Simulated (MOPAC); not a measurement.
A run for MOPAC: PM6 on FGeH3Si (SMILES [F][Ge][SiH3]), a point of a torsion scan.

```
PM6 1SCF PRECISE CHARGE=0 THREADS=1
FGeH3Si

F      2.50204632 1     0.58081820 1    -0.19478886 1
Ge     1.64404077 1    -0.95836409 1     0.30282575 1
Si    -0.61712717 1    -0.03440145 1     0.01276703 1
H     -0.73438393 1     1.35774110 1    -0.43445114 1
H     -1.39406676 1    -0.11646515 1     1.26515089 1
H     -1.40060730 1    -0.82996745 1    -0.95266599 1
```

The log:

```
*******************************************************************************
 **                                                                           **
 **                              MOPAC v23.2.5                                **
 **                                                                           **
 *******************************************************************************
 ** MOPAC's Digital Object Identifier: https://doi.org/10.5281/zenodo.6511958 **
 **                                                                           **
 ** Please cite the open-source release paper for use of this MOPAC version:  **
 ** J. E. Moussa and J. J. P. Stewart (2026)                                  **
 ** MOPAC: An open-source semiempirical molecular orbital program             **
 ** J. Open Source Softw., 11(119), 8025, https://doi.org/10.21105/joss.08025 **
 *******************************************************************************

                              PM6 CALCULATION RESULTS

 *******************************************************************************
 *  PM6        - The PM6 Hamiltonian to be used
 *
 *
 *
 *                 CHARGE ON SYSTEM = 0
 *
 *
 *
 *  PRECISE    - TIGHTER CRITERIA TO BE USED
 *  1SCF       - DO 1 SCF AND THEN STOP
 *  THREADS=1  - MULTI-THREADING NOT USED
 *  T=         - A TIME OF 172800.0 SECONDS REQUESTED
 *  DUMP=N     - RESTART FILE WRITTEN EVERY 7200.0 SECONDS REQUESTED
 *******************************************************************************
PM6 1SCF PRECISE CHARGE=0 THREADS=1
 FGeH3Si

   ATOM   CHEMICAL          X               Y               Z
  NUMBER   SYMBOL      (ANGSTROMS)     (ANGSTROMS)     (ANGSTROMS)

     1       F          2.50204632  *   0.58081820  *  -0.19478886  *
     2      Ge          1.64404077  *  -0.95836409  *   0.30282575  *
     3      Si         -0.61712717  *  -0.03440145  *   0.01276703  *
     4       H         -0.73438393  *   1.35774110  *  -0.43445114  *
     5       H         -1.39406676  *  -0.11646515  *   1.26515089  *
     6       H         -1.40060730  *  -0.82996745  *  -0.95266599  *



          CARTESIAN COORDINATES

    NO.       ATOM           X           Y           Z

     1         F          2.5020      0.5808     -0.1948
     2        Ge          1.6440     -0.9584      0.3028
     3        Si         -0.6171     -0.0344      0.0128
     4         H         -0.7344      1.3577     -0.4345
     5         H         -1.3941     -0.1165      1.2652
     6         H         -1.4006     -0.8300     -0.9527

 General Reference for PM6:
 "Optimization of Parameters for Semiempirical Methods V: Modification of NDDO Approximations
 and Application to 70 Elements", J. J. P. Stewart, J. Mol. Mod., 13, 1173-1213 (2007)
 URL: https://link.springer.com/article/10.1007/s00894-007-0233-4

           Empirical Formula: H3 F Ge Si  =     6 atoms



      MOLECULAR POINT GROUP   :   Cs


      RHF CALCULATION, NO. OF DOUBLY OCCUPIED LEVELS = 9


 -------------------------------------------------------------------------------
 PM6 1SCF PRECISE CHARGE=0 THREADS=1
 FGeH3Si



     1SCF WAS SPECIFIED, SO BFGS WAS NOT USED
     SCF FIELD WAS ACHIEVED


                              PM6 CALCULATION
                                                       MOPAC v23.2.5 Linux




          FINAL HEAT OF FORMATION =        197.82137 KCAL/MOL =     827.68459 KJ/MOL


          COSMO AREA              =        123.07 SQUARE ANGSTROMS
          COSMO VOLUME            =        116.30 CUBIC ANGSTROMS

          IONIZATION POTENTIAL    =          7.795214 EV
          HOMO LUMO ENERGIES (EV) =         -7.795 -1.970
          NO. OF FILLED LEVELS    =          9
          MOLECULAR WEIGHT        =        122.6976         POINT GROUP:  Cs

          MOLECULAR DIMENSIONS (Angstroms)

            Atom       Atom       Distance
            H     5    F     1     4.21869
           Ge     2    H     4     3.02251
            H     6    H     5     2.21449


          SCF CALCULATIONS        =          1





   ATOM   CHEMICAL          X               Y               Z
  NUMBER   SYMBOL      (ANGSTROMS)     (ANGSTROMS)     (ANGSTROMS)

     1       F          2.50204632  *   0.58081820  *  -0.19478886  *
     2      Ge          1.64404077  *  -0.95836409  *   0.30282575  *
     3      Si         -0.61712717  *  -0.03440145  *   0.01276703  *
     4       H         -0.73438393  *   1.35774110  *  -0.43445114  *
     5       H         -1.39406676  *  -0.11646515  *   1.26515089  *
     6       H         -1.40060730  *  -0.82996745  *  -0.95266599  *

                             CARTESIAN COORDINATES

   1    F        2.502046320     0.580818200    -0.194788860
   2   Ge        1.644040770    -0.958364090     0.302825750
   3   Si       -0.617127170    -0.034401450     0.012767030
   4    H       -0.734383930     1.357741100    -0.434451140
   5    H       -1.394066760    -0.116465150     1.265150890
   6    H       -1.400607300    -0.829967450    -0.952665990


           Empirical Formula: H3 F Ge Si  =     6 atoms



      MOLECULAR POINT GROUP   :   Cs


                  EIGENVALUES
 -37.80883 -19.56347 -16.10966 -14.42083 -14.10944 -12.29639 -11.98965 -11.70142
  -7.79521  -1.97012  -0.28331   0.12833   0.57527   0.88857   1.61523   1.62500
   1.70783   3.36309   4.37608   4.52091


              NET ATOMIC CHARGES AND DIPOLE CONTRIBUTIONS

  ATOM NO.   TYPE          CHARGE      No. of ELECS.   s-Pop       p-Pop       d-Pop
    1          F          -0.497275        7.4973     1.96939     5.52788
    2         Ge           0.610960        3.3890     1.76000     1.62904
    3         Si          -0.042660        4.0427     1.30886     2.32957     0.40423
    4          H          -0.019633        1.0196     1.01963
    5          H          -0.025694        1.0257     1.02569
    6          H          -0.025698        1.0257     1.02570
 DIPOLE           X         Y         Z       TOTAL
 POINT-CHG.    -0.611    -4.204     1.354     4.458
 HYBRID        -1.040     2.217    -0.710     2.549
 SUM           -1.651    -1.987     0.644     2.662


          ATOMIC ORBITAL ELECTRON POPULATIONS

     Atom    s        px        py        pz      x^2-y^2     xz        z^2       yz        xy
    1  F   1.96939   1.90882   1.70710   1.91196
    2 Ge   1.76000   0.81509   0.68076   0.13320
    3 Si   1.30886   0.81619   0.76724   0.74615   0.09624   0.10177   0.07577   0.07820   0.05224
    4  H   1.01963
    5  H   1.02569
    6  H   1.02570

 **********************
 *                    *
 * JOB ENDED NORMALLY *
 *                    *
 **********************




 == MOPAC DONE ==
```

The run finished.

Cost: roughly 0.03 core-seconds.
